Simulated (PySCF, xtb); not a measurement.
3-chloro-1H-silole (C₄H₅ClSi), SMILES ClC1=C[SiH2]C=C1.

GFN2-xTB (xtb) at its own geometry gives an orbital gap of 2.88 eV and a dipole moment of 1.98 D.

Geometry optimised at r2SCAN-D4/def2-SVP.

Question: What does CAM-B3LYP/def2-TZVP (PySCF) give? (The exact figures need the calculation; the answer reports its results.)

Answer: gap 7.49 eV (levels -8.22 and -0.73 eV), dipole 1.20 D.
